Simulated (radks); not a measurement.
Spherical quantum dot in the effective-mass picture: electrons in a well V = -V0 / (1 + exp((r - R)/a)) with V0 = 24, R = 2.44, a = 0.23, with a point charge +2 (a donor) at the centre, all in effective atomic units (hartree* = m*/eps^2 hartree, bohr* = eps/m* bohr), one dielectric constant everywhere. Calculated with a radial shooting solver with Libxc functionals: non-relativistic Kohn-Sham, LDA (Slater exchange, Perdew-Wang correlation), spin-polarised, spherical densities. Levels are named by radial order and angular momentum (1s, 1p, 1d, 2s, ...), and open shells are averaged over m. Results are scaled to m* = 0.167 and eps = 9.1, for which hartree* = 54.88 meV and bohr* = 2.884 nm. Each electron was tried in the lowest free levels, single moves between levels near the top were tried too, and the lowest total energy was kept; such a search can miss a lower state. At N = 1 the Hartree and exchange-correlation terms need not cancel, so that row can carry a self-interaction error.

\begin{tabular}{lrrrrrrr}
N & open shells & 2S & E (meV) & mu = E(N) - E(N-1) (meV) & addition energy mu(N+1) - mu(N) (meV) & e(HOMO) (meV) & rms radius (nm) \\ \hline
1 & 1s(up 1, down 0) & 1 & -1418.62 & -1418.6 & 66.39 & -1392.5 & 2.236 \\
2 & none & 0 & -2770.86 & -1352.2 & 146.7 & -1328.9 & 2.455 \\
3 & 1p(up 1, down 0) & 1 & -3976.41 & -1205.5 & 32.83 & -1189.5 & 3.002 \\
4 & 1p(up 2, down 0) & 2 & -5149.13 & -1172.7 & 33.81 & -1155.9 & 3.271 \\
5 & 1p(up 3, down 0) & 3 & -6288.04 & -1138.9 & 43.63 & -1121.9 & 3.444 \\
6 & 1p(up 3, down 1) & 2 & -7383.32 & -1095.3 & 31.51 & -1079.7 & 3.577 \\
7 & 1p(up 3, down 2) & 1 & -8447.09 & -1063.8 & 32.21 & -1047.7 & 3.681 \\
8 & none & 0 & -9478.65 & -1031.6 & 81.00 & -1015.4 & 3.768 \\
9 & 2s(up 1, down 0) & 1 & -10429.2 & -950.55 & 40.71 & -933.14 & 3.846 \\
10 & none & 0 & -11339.0 & -909.84 & 41.77 & -891.79 & 3.904 \\
11 & 1d(up 1, down 0) & 1 & -12207.1 & -868.07 & 29.54 & -853.31 & 3.989 \\
12 & 1d(up 2, down 0) & 2 & -13045.6 & -838.53 & 29.58 & -823.74 & 4.063 \\
13 & 1d(up 3, down 0) & 3 & -13854.6 & -808.95 & 29.57 & -794.16 & 4.128 \\
14 & 1d(up 4, down 0) & 4 & -14634.0 & -779.38 & 29.52 & -764.53 & 4.186 \\
15 & 1d(up 5, down 0) & 5 & -15383.8 & -749.86 & 37.13 & -733.17 & 4.238 \\
16 & 1d(up 5, down 1) & 4 & -16096.6 & -712.73 & 28.67 & -698.41 & 4.286 \\
17 & 1d(up 5, down 2) & 3 & -16780.6 & -684.06 & 28.72 & -669.71 & 4.330 \\
18 & 1d(up 5, down 3) & 2 & -17436.0 & -655.34 & 28.73 & -640.98 & 4.372 \\
19 & 1d(up 5, down 4) & 1 & -18062.6 & -626.61 & 28.71 & -612.25 & 4.410 \\
20 & none & 0 & -18660.5 & -597.91 & 97.86 & -583.27 & 4.446 \\
21 & 1f(up 1, down 0) & 1 & -19160.5 & -500.05 & 27.50 & -486.30 & 4.489 \\
22 & 1f(up 2, down 0) & 2 & -19633.1 & -472.54 & 27.49 & -458.80 & 4.529 \\
23 & 1f(up 3, down 0) & 3 & -20078.1 & -445.05 & 27.47 & -431.31 & 4.567 \\
24 & 1f(up 4, down 0) & 4 & -20495.7 & -417.59 & 27.43 & -403.86 & 4.602 \\
25 & 1f(up 5, down 0) & 5 & -20885.9 & -390.15 & 27.39 & -376.45 & 4.635 \\
26 & 1f(up 6, down 0) & 6 & -21248.6 & -362.76 & 27.35 & -349.08 & 4.667 \\
27 & 1f(up 7, down 0) & 7 & -21584.0 & -335.42 & 34.36 & -321.76 & 4.697 \\
28 & 1f(up 7, down 1) & 6 & -21885.1 & -301.06 & 26.85 & -287.63 & 4.725 \\
29 & 1f(up 7, down 2) & 5 & -22159.3 & -274.20 & 26.85 & -260.78 & 4.753 \\
30 & 1f(up 7, down 3) & 4 & -22406.7 & -247.36 & 26.83 & -233.94 & 4.779 \\
31 & 1f(up 7, down 4) & 3 & -22627.2 & -220.52 & 26.81 & -207.12 & 4.804 \\
32 & 1f(up 7, down 5) & 2 & -22820.9 & -193.72 & 26.77 & -180.32 & 4.828 \\
33 & 1f(up 7, down 6) & 1 & -22987.9 & -166.94 & 26.74 & -153.57 & 4.852 \\
34 & none & 0 & -23128.1 & -140.21 & - & -126.85 & 4.874 \\
\end{tabular}

All shells are closed at N = 2, 8, 10, 20, 34 (there: 1s2 1p6 1d10 2s2 1f14); the second difference of the energy has clear peaks (12 % above both neighbours; the first and last values, which can be the largest, are not judged, and half-filled shells can peak too) at N = 2, 5, 8, 15, 20, 27.
